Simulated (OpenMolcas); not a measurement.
## Cl²⁺: effect of the active space

```json
{
 "Program": "OpenMolcas",
 "Method": "SS-CASPT2 or its RAS form, IPEA 0.25 Eh, imaginary shift 0.1 Eh",
 "Basis": "ANO-RCC-VQZP",
 "Scalar Hamiltonian": "DKH2, point nucleus",
 "Spin-orbit coupling": "RASSI with atomic mean-field integrals over the reference wave functions, term energies averaged over their components"
}
```

A. 3 electrons in 3 orbitals (3p); 2S+1 = 4 odd, 1 root; 2S+1 = 2 odd, 8 roots; closed shells correlated: 2s 2p 3s; CASPT2 step of the order of 1.5 core-seconds
B. 5 electrons in 4 orbitals (3s 3p); 2S+1 = 4 odd, 1 root; 2S+1 = 2 odd, 11 roots; 2S+1 = 4 even, 3 roots; 2S+1 = 2 even, 9 roots; closed shells correlated: 2s 2p; CASPT2 step roughly 4 core-seconds
C. 5 electrons in 8 orbitals (3s 3p 4s 4p); 2S+1 = 4 odd, 1 root; 2S+1 = 2 odd, 11 roots; 2S+1 = 4 even, 3 roots; 2S+1 = 2 even, 9 roots; closed shells correlated: 2s 2p; CASPT2 step roughly 15 core-seconds
D. 5 electrons in 9 orbitals (RAS2 3s 3p; RAS3 3d, at most 2 electrons); 2S+1 = 4 odd, 1 root; 2S+1 = 2 odd, 11 roots; 2S+1 = 4 even, 3 roots; 2S+1 = 2 even, 9 roots; closed shells correlated: 2s 2p; CASPT2 step roughly 22 core-seconds

Energies in cm-1 above 3s2 3p3 4S* 3/2, the measured ground level; measured values from Moore, Atomic Energy Levels, vol. I, NSRDS-NBS 35 (1971 reprint of NBS Circular 467, 1949).

```tsv
Level	A	B	C	D	Measured
3s2 3p3 4S* 3/2	0.0	0.0	0.0	0.0	0.0
3s2 3p3 2D* 3/2	18380	18490	18800	18370	18053
3s2 3p3 2D* 5/2	18440	18550	18860	18420	18120
3s2 3p3 2P* 1/2	31210	29950	30440	30450	29812
3s2 3p3 2P* 3/2	31280	29990	30500	30500	29907
```

Deviations, from unrounded energies. A percentage is the sum of absolute deviations over the sum of measured energies, with the sign that they share, or ± where signs differ.

```csv
Against measurement,Levels,A,B,C,D
mean absolute deviation (cm-1),4,850,270,680,460
other terms of the ground configuration (%),4,+3.6,+1.1,+2.8,+1.9
```

B lies closest to measurement on these levels and A furthest from it. The largest miss of B in the table is 3s2 3p3 2D* 3/2, by +440 cm-1. The ranking rests on the paired levels alone, and a cruder setting can come out closer through cancelling errors.

Among A to D the level of the table that moves most is 3s2 3p3 2P* 3/2, by 1300 cm-1 (lowest in B, highest in A). Moves below CASPT2's spread within the term are not significant.

CASPT2 does not keep the components of a term degenerate, so their means are used; among the terms shown or strongly mixed into the levels shown the widest spread is 150 cm-1 (3s2 3p3 2D*, B). Over all roots computed the reference weight is 0.87 to 0.96 in B, 0.85 to 0.96 in C; the roots of lowest weight are the least certain, and an intruder state may touch them. With the s shell closed, the reference lacks s² → p² mixing (holds for A). Active for correlation alone: 4p 4s; no level in the range computed is led by a configuration that fills them, so any true level of that kind is missing (holds for C). The run also gave levels led by 3s2 3p2 3d, which use shells meant for correlation; these and all levels above them are left out (holds for D). Computed and measured levels are paired by configuration, term and J; levels that our copy of the source lacks, or whose pairing is in doubt (as where it misses far off the trend of its configuration), stay unpaired and out of the deviations. Only configurations of the active space appear. The table leaves out levels that lie high or whose names do not pair safely across all columns.

* marks odd parity.
